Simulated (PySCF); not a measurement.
CH₃ClSZn. Atoms are numbered in the order given.

```xyz
7

Zn     0.1716    -0.3435     0.0000
Cl    -0.2601    -2.4077     0.0000
S      0.6199     1.7754     0.0000
C     -1.0703     2.4772     0.0000
H     -1.6374     2.1984     0.8987
H     -0.9477     3.5693     0.0000
H     -1.6374     2.1984    -0.8987
```

The structure is a stationary point at PBE0-D3(BJ)/def2-SVP. The structure was generated by enumeration; whether it is a known compound was not checked. The values are those of a single conformer.

Method: TDDFT-PBE/def2-SVPD (PySCF 2.14.0).

Vertical excitations.  State labels are in the subgroup Cs.

| state | symmetry | energy (eV) | λ (nm) | f | main pairs |
|---|---|---|---|---|---|
| S1 | A" | 3.89 | 319 | 0.008 | HOMO→LUMO 99 % |
| S2 | A" | 4.42 | 280 | 0.001 | HOMO→LUMO+1 99 % |
| S3 | A' | 5.14 | 241 | 0.002 | HOMO→LUMO+2 74 %, HOMO−1→LUMO 26 % |
| S4 | A' | 5.58 | 222 | 0.021 | HOMO−2→LUMO 94 % |
| S5 | A" | 5.59 | 222 | 0.020 | HOMO−3→LUMO 99 % |
| S6 | A' | 5.88 | 211 | 0.120 | HOMO−1→LUMO+1 57 %, HOMO−1→LUMO 27 % |
| S7 | A' | 5.99 | 207 | 0.133 | HOMO−1→LUMO+1 41 %, HOMO−1→LUMO 29 %, HOMO→LUMO+2 12 %, HOMO−2→LUMO+1 8 % |
| S8 | A" | 6.07 | 204 | 0.001 | HOMO−3→LUMO+1 99 % |
| S9 | A' | 6.25 | 198 | 0.121 | HOMO−2→LUMO+1 78 % |
| S10 | A" | 6.28 | 198 | 0.005 | HOMO→LUMO+3 78 %, HOMO→LUMO+4 19 % |
| T1 | A" | 3.58 | 346 | 0 | HOMO→LUMO 100 % |
| T2 | A" | 4.21 | 294 | 0 | HOMO→LUMO+1 99 % |
| T3 | A' | 4.71 | 263 | 0 | HOMO→LUMO+2 74 %, HOMO−1→LUMO 25 % |
| T4 | A' | 4.91 | 253 | 0 | HOMO−1→LUMO 74 %, HOMO→LUMO+2 26 % |
Triplets are in the Tamm–Dancoff approximation, which puts them higher than full response would, so one can lie above its singlet here.
